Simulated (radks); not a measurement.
Task: The mean radii <r> (bohr) of the occupied orbitals of an atom or ion are listed with their occupations. All-electron calculation, scalar-relativistic Kohn-Sham, PBE, spin-polarised, spherical densities, finite nucleus; Fermi nuclear charge, rms radius of each element as measured or else 0.836 A^(1/3) + 0.57 fm. Program: a radial shooting solver on a logarithmic mesh with Libxc functionals.

orbital  occ.      <r>
1s up       1  0.09097
1s down     1  0.09096
2s up       1   0.4434
2s down     1   0.4432
2p up       3   0.4056
2p down     3   0.4055
3s up       1    1.392
3s down     1    1.398
3p up       2    1.509

Name the element and its charge. Open shells, if any, are filled with parallel spins first.

Result: Z = 17, chlorine, charge +3: Cl3+ in [Ne] 3s2 3p2. The 1s radius gives Z: for a bare nucleus <r> = (2 gamma + 1)/(2Z) with gamma = sqrt(1 - (Z/c)^2), 0.08778 bohr for Z = 17, and screening makes it slightly larger (0.09097 here). The occupations add up to 14, and the charge is Z minus that.
